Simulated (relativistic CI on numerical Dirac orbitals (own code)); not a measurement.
# Radial parameters of As⁶⁺

Calculated at this level of theory: Dirac-Coulomb-Breit CI, KLI orbitals optimised for each configuration, QED by a radiative potential, unscaled Slater integrals (own radial code, finite nucleus).

Slater integrals F^k, G^k are unscaled and averaged over j, outside the closed core [Ne]; ζ comes from projecting the Hamiltonian with its Breit term on Σ l·s of the shell.

- 3s²3p⁶3d⁹: ζ(3d) = 2252.5 cm⁻¹; <r>(3d) = 0.6312, <r^2>(3d) = 0.4873 (bohr units).
- 3s²3p⁶3d⁸4s: F^2(3d,3d) = 157920, F^4(3d,3d) = 99702, ζ(3d) = 2383.8, G^2(3d,4s) = 16047 cm⁻¹; <r>(3d) = 0.6141, <r^2>(3d) = 0.4595, <r>(4s) = 1.497, <r^2>(4s) = 2.518 (bohr units).
- 3s²3p⁵3d¹⁰: ζ(3p) = 27364 cm⁻¹; <r>(3p) = 0.606, <r^2>(3p) = 0.429 (bohr units).

(1) Give the Racah parameters of the d shell in 3s²3p⁶3d⁸4s.

Averages of the first 10 configurations, taken without configuration mixing, which lowers the lowest level and can move excited configurations by several eV; other configurations of the list can lie among them:

```csv
Configuration,Parity,States,Average energy above the lowest level (eV)
3s²3p⁶3d⁹,even,10,0.4
3s²3p⁶3d⁸4s,even,90,53.0
3s²3p⁵3d¹⁰,odd,6,105.3
3s²3p⁶3d⁸4p,odd,270,67.9
3s²3p⁶3d⁸4d,even,450,90.1
3s3p⁶3d¹⁰,even,2,168.4
3s²3p⁶3d⁸5s,even,90,100.1
3s²3p⁶3d⁸5p,odd,270,105.9
3s²3p⁶3d⁸4f,odd,630,107.7
3s²3p⁶3d⁷4s²,even,120,115.6
```

Results:

(1) B = F²/49 − 5F⁴/441 = 2093 cm⁻¹ and C = 35F⁴/441 = 7913 cm⁻¹.
